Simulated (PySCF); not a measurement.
**A search over the determinants of CsLi⁺**

Unrestricted PBE0; PySCF, scalar-relativistic core potentials, basis sets Cs def2-SVP with ECP46, Li def2-SVP. Outer shells of the fragments: Cs+ closed shells only; Li 2s1.

Followed along the bond (rough minima from three points):

```
2Ms+1  unpaired  ⟨S²⟩ at the start  R at minimum (Å)  Te (eV)
    2       σ ↑               0.75              4.34     0.00
```

Solutions found at the starting distance of 3.590 Å, counted from the lowest of them; the search is not exhaustive and high or unbound solutions are not listed, so other states can lie among these:

```tsv
2Ms+1	unpaired	term	E (eV)	⟨S²⟩	⟨Lz²⟩	μ (D)
2	σ ↑	²Σ⁺	0.00	0.75	0.00	4.14
2	π ↑	²Π	1.97	0.75	1.00	2.34
2	δ ↑	²Δ	4.25	0.75	4.00	15.43
```

A term symbol is given only where ⟨S²⟩ and ⟨Lz²⟩ are close to those of a pure state; real π, δ and φ orbitals otherwise mix terms. A positive dipole points towards Li; it is taken about the centre of mass and depends on that origin.

Spin–orbit coupling is left out. Counting both spins, an empty level lies below a filled one in some of these solutions, because spin and occupation are held.
